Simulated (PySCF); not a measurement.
BiCl₃, SMILES [Cl][Bi]([Cl])[Cl].

The structure is a stationary point at B3LYP-D3(BJ)/def2-SVP. The isomer is the one that the SMILES or the coordinates give; other isomers of the formula were not compared. The def2 effective core potentials stand for the cores of Bi; spin–orbit coupling is left out.

These are PBE0/def2-TZVPD run with PySCF values and carry that method's errors.

Isolated molecule, no solvent.

Computed frontier levels, gap, dipole moment and polarisability:
```
Property                                                                                                          Value
---------------------------------------------------------------------------------------------  ------------------------
highest occupied level                                                                                         -8.89 eV
lowest empty level                                                                                             -2.78 eV
orbital gap                                                                                                     6.10 eV
dipole moment                                                                                                    3.98 D
quadrupole, principal values (traceless, Buckingham form, about the centre of nuclear charge)    -3.68, -3.68, 7.37 D·Å
mean static polarisability                                                                        91.6 bohr³ (13.57 Å³)
polarisability, principal values                                                               74.4, 100.2, 100.2 bohr³
```
